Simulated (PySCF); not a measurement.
## TDDFT excited states: C7H13P

C7H13P.
Numbering: `[CH2:1]=[CH:2][C@@H:3]1[CH2:4][P:5]1[CH:6]([CH3:7])[CH3:8]` (hydrogens: H9, H10 on C1; H11 on C2; H12 on C3; H13, H14 on C4; H15 on C6; H16, H17, H18 on C7; H19, H20, H21 on C8)

Cartesian coordinates in Å at the PBE0-D3(BJ)/def2-SVP level; atoms count from 1:
```
atom  x, y, z in Å
C1     3.3831    0.5415    1.5344
C2     2.6117   -0.2936    0.8327
C3     1.4014    0.0564    0.0604
C4     0.8026    1.4245    0.0891
P5    -0.2283    0.1741    0.9837
C6    -1.4270   -0.3009   -0.3819
C7    -1.7465   -1.7884   -0.2918
C8    -2.6796    0.5621   -0.2813
H9     3.1883    1.6167    1.5793
H10    4.2448    0.1733    2.0959
H11    2.8648   -1.3605    0.8246
H12    1.3085   -0.4861   -0.8885
H13    1.2829    2.1826    0.7150
H14    0.4071    1.8242   -0.8500
H15   -0.9296   -0.0983   -1.3468
H16   -2.2111   -2.0375    0.6765
H17   -0.8411   -2.4061   -0.3948
H18   -2.4520   -2.0875   -1.0843
H19   -3.1697    0.4403    0.6989
H20   -2.4483    1.6311   -0.4067
H21   -3.4135    0.2814   -1.0547
```

The calculation used PySCF, TDDFT CAM-B3LYP/def2-SVPD, vertical, gas phase, core orbitals frozen in the response.

```json
{"state": "S1", "λ (nm)": "207.3", "E (eV)": "5.98", "f": "0.222", "main configurations (H = HOMO, L = LUMO)": "H→L (59%), H-1→L (34%)"}
{"state": "S2", "λ (nm)": "201.0", "E (eV)": "6.17", "f": "0.167", "main configurations (H = HOMO, L = LUMO)": "H-1→L (56%), H→L (33%)"}
{"state": "S3", "λ (nm)": "192.1", "E (eV)": "6.46", "f": "0.0072", "main configurations (H = HOMO, L = LUMO)": "H→L+2 (76%)"}
{"state": "S4", "λ (nm)": "186.7", "E (eV)": "6.64", "f": "0.041", "main configurations (H = HOMO, L = LUMO)": "H→L+1 (59%), H→L+3 (29%)"}
{"state": "S5", "λ (nm)": "178.2", "E (eV)": "6.96", "f": "0.107", "main configurations (H = HOMO, L = LUMO)": "H-1→L+1 (30%), H-1→L+2 (22%), H-2→L (19%)"}
{"state": "S6", "λ (nm)": "176.1", "E (eV)": "7.04", "f": "0.015", "main configurations (H = HOMO, L = LUMO)": "H→L+3 (33%), H-1→L+1 (22%), H→L+2 (10%)"}
{"state": "S7", "λ (nm)": "174.5", "E (eV)": "7.10", "f": "0.156", "main configurations (H = HOMO, L = LUMO)": "H→L+4 (22%), H-1→L+2 (21%), H-1→L+3 (19%)"}
{"state": "S8", "λ (nm)": "172.3", "E (eV)": "7.20", "f": "0.0025", "main configurations (H = HOMO, L = LUMO)": "H→L+4 (54%)"}
{"state": "S9", "λ (nm)": "170.5", "E (eV)": "7.27", "f": "0.041", "main configurations (H = HOMO, L = LUMO)": "H-2→L (42%), H-1→L+3 (22%), H-1→L+1 (17%)"}
{"state": "S10", "λ (nm)": "166.5", "E (eV)": "7.45", "f": "0.038", "main configurations (H = HOMO, L = LUMO)": "H-1→L+3 (36%), H-1→L+2 (29%), H-2→L (23%)"}
```

Triplets (Tamm–Dancoff): T1 4.04 eV, H→L (67%), H→L+3 (10%); T2 5.14 eV, H-1→L (59%); T3 5.43 eV, H-2→L (21%), H-1→L (12%), H→L (10%); T4 5.80 eV, H-1→L+2 (30%), H-1→L+7 (17%), H-1→L+1 (10%).

The lowest singlet comes at 207 nm (577 kJ/mol) in the ultraviolet; it is strong; its leading configuration is HOMO→LUMO (59%). The lowest level is also the most intense of those listed (f = 0.222). Löwdin shares by element: HOMO carbon 57% or more, phosphorus 22% (atoms not listed hold the other 20%); LUMO carbon 46% or more, phosphorus 22% (atoms not listed hold the other 33%). Of the 10 states listed, 8 reach f = 0.01 and none stays under 0.0005. The oscillator strengths of these states sum to 0.796; summed over the whole spectrum of an exact calculation they would give the number of electrons, 70 (Thomas–Reiche–Kuhn). Orbital energies (eV): HOMO-3 -10.32, HOMO-2 -9.49, HOMO-1 -8.42, HOMO -7.94, LUMO 0.89, LUMO+1 1.33, LUMO+2 1.55. No computed singlet lies in the visible range (380 to 750 nm); the lowest, at 207 nm, stands 2.72 eV above its violet end (3.26 eV). All these states lie below the vertical ionisation energy of 8.55 eV (ΔSCF). Only the lowest 10 singlets were computed, as vertical energies without vibronic structure.

One conformer stands for the species.
